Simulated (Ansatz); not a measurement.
# Molecular dynamics of CH₅AlBNO

Input:

```yaml
crystal:
  periodic: [false, false, false]
  atoms:
    - { symbol: B, position_ang: [-1.217089, 0.309125, -0.483552] }
    - { symbol: C, position_ang: [-0.457257, -0.833363, 0.3805] }
    - { symbol: "N", position_ang: [0.973907, -0.39659, 0.467455] }
    - { symbol: Al, position_ang: [1.173684, 1.092883, -0.371064] }
    - { symbol: O, position_ang: [-0.472173, 1.338808, -0.916146] }
    - { symbol: H, position_ang: [-2.366954, 0.244008, -0.723212] }
    - { symbol: H, position_ang: [-0.555335, -1.829144, -0.103604] }
    - { symbol: H, position_ang: [-0.91658, -0.942489, 1.386786] }
    - { symbol: H, position_ang: [1.597749, -1.035169, 0.99936] }
    - { symbol: H, position_ang: [2.323148, 2.000932, -0.633623] }
magnetization:
  spin_polarized: true
basis:
  gaussian: { orbitals: STO-3G }
hamiltonian:
  xc: b3lyp
  dispersion: d4
md:
  timestep: 1.0
  n_steps: 166
  ensemble: nve
  temperature: 1500.0
  initial_velocities: maxwell_boltzmann
  seed: 232644
```

Command:

```bash
$ ansatz run input.yaml --threads 1 --pin off --max-ram 2048MiB --backend cpu --events-out ev --progress --plain --runs-dir out
```

It starts from a relaxed structure.

Output, in part (step lines, the closing report, with atoms numbered from 0):

```
md step     0: t =     0.00 fs  T =  1500.0 K  F+E_penalty+E_count = -11784.08990603 eV  E_kin = 1.551120 eV  conserved = -11782.53878605 eV  (25 SCF iters)
[... lines left out ...]
Total energy: -11783.22828880 eV, -433.0256526543 hartree
Atom 0 at    -1.283397     0.297178    -0.483906 Å, force     1.356446    -1.145553    -0.417503 eV/Å
Atom 1 at    -0.473698    -0.857263     0.390520 Å, force    -2.430890    -0.559331     1.519307 eV/Å
Atom 2 at     0.920357    -0.342249     0.418732 Å, force     1.469117    -3.033592     2.105970 eV/Å
Atom 3 at     1.237298     1.126707    -0.378611 Å, force    -1.318879     0.233286    -0.670785 eV/Å
Atom 4 at    -0.478949     1.262065    -0.862804 Å, force     1.933939     2.198743    -0.423593 eV/Å
Atom 5 at    -2.310746     0.436662    -0.983214 Å, force    -1.458045    -0.926568     0.485356 eV/Å
Atom 6 at    -0.498319    -1.973853     0.191548 Å, force     0.044690     1.024606    -1.151062 eV/Å
Atom 7 at    -0.971730    -0.937146     1.438482 Å, force     0.947997     0.906970    -0.902721 eV/Å
Atom 8 at     1.489674    -1.097779     0.936217 Å, force    -0.124664     1.552034    -0.752942 eV/Å
Atom 9 at     2.429046     1.980733    -0.740498 Å, force    -0.419711    -0.250595     0.207972 eV/Å
Dipole moment:     0.619157     0.088747     0.169584 e Å
```

The steps, from the saved trajectory:

| time (fs) | T (K) | potential energy less start (eV) | conserved less start (meV/atom) |
| --- | --- | --- | --- |
| 0.0 | 1500 | 0.000 | 0.00 |
| 5.0 | 685 | 0.866 | 2.28 |
| 10.0 | 776 | 0.757 | 0.81 |
| 15.0 | 781 | 0.766 | 2.33 |
| 20.0 | 641 | 0.900 | 1.18 |
| 25.0 | 728 | 0.824 | 2.59 |
| 30.0 | 873 | 0.661 | 1.25 |
| 35.0 | 724 | 0.830 | 2.72 |
| 40.0 | 977 | 0.556 | 1.50 |
| 45.0 | 466 | 1.103 | 3.41 |
| 50.0 | 556 | 1.004 | 2.78 |
| 55.0 | 617 | 0.947 | 3.33 |
| 60.0 | 602 | 0.961 | 3.21 |
| 65.0 | 811 | 0.739 | 2.65 |
| 70.0 | 839 | 0.712 | 2.83 |
| 75.0 | 593 | 0.968 | 2.95 |
| 80.0 | 892 | 0.653 | 2.43 |
| 85.0 | 378 | 1.194 | 3.36 |
| 90.0 | 508 | 1.063 | 3.72 |
| 95.0 | 699 | 0.861 | 3.24 |
| 100.0 | 745 | 0.811 | 2.95 |
| 105.0 | 747 | 0.806 | 2.71 |
| 110.0 | 1034 | 0.499 | 1.74 |
| 115.0 | 688 | 0.862 | 2.26 |
| 120.0 | 928 | 0.608 | 1.61 |
| 125.0 | 427 | 1.137 | 2.72 |
| 130.0 | 606 | 0.947 | 2.25 |
| 135.0 | 855 | 0.687 | 1.93 |
| 140.0 | 824 | 0.718 | 1.89 |
| 145.0 | 875 | 0.665 | 1.91 |
| 150.0 | 953 | 0.582 | 1.65 |
| 155.0 | 476 | 1.083 | 2.45 |
| 160.0 | 1035 | 0.498 | 1.63 |
| 165.0 | 741 | 0.804 | 1.88 |

The run went to its last step. The conserved energy stayed within 4.4 meV per atom of its start (net change 2.1 meV per atom), so there is no drift, though single steps change it by up to 31 meV in the whole system, a sign of fast motions only just resolved. The temperature averaged 0.49 of the 1500 K drawn at the start: a run that starts near a minimum puts about half its kinetic energy into the potential. A run of 0.17 ps of so small a system gives no equilibrium averages. Limits of this set-up: minimal basis.

The same pairs are bonded in the first frame and the last. Pairs count as bonded within 1.25 times the sum of covalent radii (0.12 Å more for H–H).

Last frame:

```xyz
10
Properties=species:S:1:pos:R:3
B -1.283 0.297 -0.484
C -0.474 -0.857 0.391
N 0.920 -0.342 0.419
Al 1.237 1.127 -0.379
O -0.479 1.262 -0.863
H -2.311 0.437 -0.983
H -0.498 -1.974 0.192
H -0.972 -0.937 1.438
H 1.490 -1.098 0.936
H 2.429 1.981 -0.741
```

Run time: 3 min on 1 thread of AMD EPYC 9R45 96-Core Processor (Zen 5), with other jobs on the host, peak memory 0.15 GiB.
